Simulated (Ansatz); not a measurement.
Isolated molecules relaxed with PBE0-D4/def2-TZVP in Ansatz; ΔE leaves out vibrations. CCSD(T)/CBS adds triple-zeta CCSD(T) − MP2 to the extrapolated MP2 energy (def2 sets, frozen cores). This one scheme is used for every species. DFT in def2-TZVPP. Each species was taken in one conformer, which may not be the lowest.

Reaction (substitution at a C–Al bond): `[SiH3][CH2][AlH][SiH3]` + `B[SiH2]O` → `B[SiH2]OC[SiH3]` + `[AlH2][SiH3]`

`[SiH3][CH2][AlH][SiH3]`:

Z-matrix (Å, degrees):
```
Si
C 1 1.863
H 1 1.490 2 113.0
H 1 1.489 2 110.1 3 120.6
H 1 1.489 2 110.1 3 -120.6
Al 2 1.958 1 114.8 3 179.9
H 2 1.098 1 109.9 3 -58.2
H 2 1.098 1 110.0 3 57.6
Si 6 2.459 2 118.8 1 -178.9
H 6 1.591 2 119.8 1 1.1
H 9 1.493 6 110.6 2 59.2
H 9 1.493 6 110.6 2 -58.5
H 9 1.490 6 114.0 2 -179.7
```

`B[SiH2]O`:

Z-matrix (Å, degrees):
```
Si
O 1 1.655
B 1 2.005 2 116.3
H 1 1.500 2 111.2 3 -120.2
H 1 1.486 2 105.1 3 123.8
H 2 0.958 1 117.3 3 44.7
H 3 1.197 1 119.0 2 169.2
H 3 1.197 1 124.0 2 -13.6
```

`B[SiH2]OC[SiH3]`:

Z-matrix (Å, degrees):
```
Si
O 1 1.654
B 1 2.006 2 115.5
H 1 1.500 2 109.7 3 120.2
H 1 1.487 2 105.4 3 -123.1
C 2 1.419 1 120.7 3 -59.7
H 3 1.197 1 118.7 2 -172.4
H 3 1.196 1 124.3 2 8.9
Si 6 1.889 2 108.8 1 175.2
H 6 1.099 2 110.9 1 -63.9
H 6 1.100 2 111.2 1 54.5
H 9 1.485 6 109.9 2 -60.6
H 9 1.489 6 108.8 2 179.8
H 9 1.485 6 110.0 2 60.1
```

`[AlH2][SiH3]`:

```xyz
7

Al    0.745    1.137    0.367
Si   -0.564   -0.848   -0.251
H     0.642    1.783    1.815
H     1.719    1.797   -0.701
H    -1.441   -0.554   -1.422
H     0.336   -1.967   -0.656
H    -1.436   -1.348    0.849
```

| level | ΔE (kJ/mol) |
| --- | --- |
| r2SCAN-D4 | 124.9 |
| PBE | 120.5 |
| SCS-MP2/def2-QZVPP | 123.6 |
| CCSD/CBS(def2) | 123.6 |

**Question.** What does CCSD(T)/CBS give? (Best estimate.)

**Answer.** Computed: +124.9 kJ/mol. The listed levels differ from it by 0.0, -4.4, -1.3, -1.3 kJ/mol.

Largest T1 diagnostic among the species: 0.012.

In def2-TZVPP, CCSD(T) changes the Hartree–Fock value by +14.5 kJ/mol (the triples alone add +1.3 kJ/mol) and MP2 by +23.9 kJ/mol.
